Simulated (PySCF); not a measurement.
The vertical singlet excitations below were computed for one of the candidates. Computed with TDDFT PBE0/def2-SVPD, vertical, gas phase, core orbitals frozen in the response in PySCF. Geometries: GFN2-xTB, one conformer each.

| state | E (eV) | λ (nm) | f |
| --- | --- | --- | --- |
| S1 | 4.77 | 259.7 | 0.440 |
| S2 | 5.79 | 214.2 | 0.016 |
| S3 | 5.81 | 213.3 | 0.0025 |
| S4 | 6.15 | 201.7 | 0.023 |
| S5 | 6.37 | 194.5 | 0.133 |
| S6 | 6.63 | 187.0 | 0.0000 |
| S7 | 6.67 | 185.8 | 0.0003 |
| S8 | 6.83 | 181.5 | 0.0016 |

**Question.** Which structure fits?
A. `C#C/C=C/CCOC=O`
B. `C(=C)(C=C)/C=C/C(O)=O`
C. `C=Cc1occc1Cl`

**Answer.** C. Its S1 lies at 4.77 eV; the nearest of the others has S1 at 4.44 eV. S1 is HOMO→LUMO (98%). Löwdin shares by element: HOMO carbon 66% or more (atoms not listed hold the other 34%); LUMO carbon 63% or more (atoms not listed hold the other 37%). At the same level the other candidates give, for their lowest levels:
- `C#C/C=C/CCOC=O`: 5.43 eV (f 0.000); 5.58 eV (f 0.436); 5.93 eV (f 0.003); 6.18 eV (f 0.002); 6.23 eV (f 0.003); T1 3.41 eV; HOMO -7.06, LUMO -0.95 eV
- `C=CC(=C)/C=C/C(=O)O`: 4.44 eV (f 0.208); 4.55 eV (f 0.000); 5.41 eV (f 0.205); 5.56 eV (f 0.308); 6.41 eV (f 0.006); T1 2.72 eV; HOMO -7.00, LUMO -2.02 eV

The values belong to the conformer `[CH2:1]=[CH:2][c:3]1[o:4][cH:5][cH:6][c:7]1[Cl:8]`: C1–C2–C3–O4 0°.
Triplets come from the Tamm–Dancoff approximation.
